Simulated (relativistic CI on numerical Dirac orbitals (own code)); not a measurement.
Method of calculation: Dirac-Coulomb-Breit CI, orbitals from a KLI potential per configuration, QED by a radiative potential, unscaled Slater integrals (own radial code, finite nucleus).

The strongest absorption lines from the ground level of an ion, among the configurations computed and to levels below about 258 eV (vacuum wavelength in Å, gf): 48.720 (0.047), 48.985 (0.083), 49.671 (0.39), 49.855 (0.16), 50.221 (0.13), 50.571 (0.067), 50.717 (0.13), 50.871 (0.071).

(1) Which ion is it?
A. Ir29+
B. Rn38+
C. Hg32+
D. Hg34+

Answers

(1) C. Hg32+ has 48 electrons and the ground level 4s2 4p6 4d10 4f2 3H_4; the strongest line goes to 4s2 4p6 4d9 4f3 3I°_5. The pattern of lines fixes the number of electrons, and along that sequence the line energies rise steadily with the charge (about as its square where n changes within one kind of shell, about linearly where n is kept but much faster in heavy ions where fine structure, which grows about as Z⁴, sets the gap, and irregularly where shells cross), which fixes Z. Configurations outside the model, such as inner-shell arrays, can give stronger lines. At this charge energies of transitions that change n are usually good to better than 1 %, and those within a shell (Δn = 0) to a few per cent. Terms inside the open d or f shell come out 10 to 20 % too wide with unscaled integrals.

LS names give the leading component of a level, which can be under half, so a name can repeat, a term be missing and a line seem to break the LS rules.
